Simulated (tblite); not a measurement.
Compound: CH7GeNS.
Cartesian coordinates in Å at the GFN2-xTB level; atoms count from 1:
```xyz
11
CH7GeNS angstrom
C     -1.877   -0.256    0.113
S     -0.813    0.372    1.457
Ge     0.996    0.809    0.279
N      1.429   -0.728   -0.598
H     -2.789   -0.608    0.584
H     -1.378   -1.073   -0.399
H     -2.103    0.547   -0.582
H      0.743    1.801   -0.831
H      2.043    1.361    1.226
H      2.194   -0.672   -1.253
H      1.561   -1.550   -0.023
```

Calculated harmonic vibrations of the isolated species, GFN2-xTB (tblite), most abundant isotopes, no scaling. Errors from tens to a few hundred cm⁻¹ against measured bands are possible. Modes of hydrogen on germanium can be 10 to 20 % off. One conformer, not necessarily the lowest.

Harmonic wavenumbers (cm⁻¹): 69.1, 89.6, 143.4, 182.5, 222.7, 390.3, 437.2, 524.8, 595.3, 648.6, 660.1, 714.2, 785.6, 818.7, 947.4, 955.7, 1318.1, 1446.4, 1452.8, 1487.9, 1853.4, 1927.4, 3022.5, 3031.8, 3059.8, 3414.7, 3453.0.

A = 6057, B = 2334, C = 1918 MHz; mass 138.951 u (most abundant isotopes); point group C1, symmetry number 1.

Question: Zero-point energy?

Answer: ½Σν̃ = 16826 cm⁻¹ = 201.29 kJ/mol.

Question: What is S at 500 K and 1 bar for an ideal gas of classical rigid rotors and harmonic oscillators?

Answer: Translation 181.14, rotation 118.89, vibration 133.80: S = 433.8 J/(mol K).

Question: And Cp and H(500 K) − H(0)?

Answer: Cp = 153.03 J/(mol K), of which vibrations give 119.77 (their classical limit is 27 R = 224.5); H(500 K) − H(0) = 50.33 kJ/mol without the zero-point energy, 33.70 from vibrations.

Question: Which modes carry the vibrational entropy at 500 K?

Answer: 69.1 cm⁻¹: 21.76; 89.6 cm⁻¹: 19.61; 143.4 cm⁻¹: 15.73; 182.5 cm⁻¹: 13.76; 222.7 cm⁻¹: 12.16; 390.3 cm⁻¹: 7.77 J/(mol K); the other 21 give 43.01 together.

Question: Blend soft modes into free rotors: weight 1/[1 + (100 cm⁻¹/ν̃)⁴] for the oscillator and the rest for a rotor with moment μB/(μ + B), μ = h/(8π²ν), B = 10⁻⁴⁴ kg m². What vibrational entropy results?

Answer: 124.91 J/(mol K) in place of 133.80, which changes −T·S at 500 K by +4.44 kJ/mol.

Question: How do the functions run with temperature in this model?

Answer: 
```tsv
T (K)	S (J/(mol K))	Cp (J/(mol K))	H − H(0) (kJ/mol)	G − H(0) (kJ/mol)	ln q(vib)
100	269.8	64.8	4.78	-22.19	1.04
200	322.9	91.8	12.61	-51.98	2.84
300	365.0	116.8	23.07	-86.43	4.61
800	513.6	186.1	101.62	-309.25	12.53
1000	556.8	200.9	140.39	-416.39	15.22
```

q(vib) and H(0) count from the zero-point level.

Question: What must be added to the electronic energy to get the Gibbs energy at 500 K and 1 bar?

Answer: ZPE + [H(500 K) − H(0)] − T·S = 201.29 + 50.33 − 216.91 = 34.71 kJ/mol.

Hindered rotation and anharmonicity are outside this model. Other conformers, if any are populated, would add a mixing term that is left out. The structure is chiral; the term R ln 2 for an equal mix with its mirror image is left out.

Time: 0.2 s wall. Hardware: one thread, Arm Neoverse V2 (aarch64), shared host. The figure is for the frequency step alone.
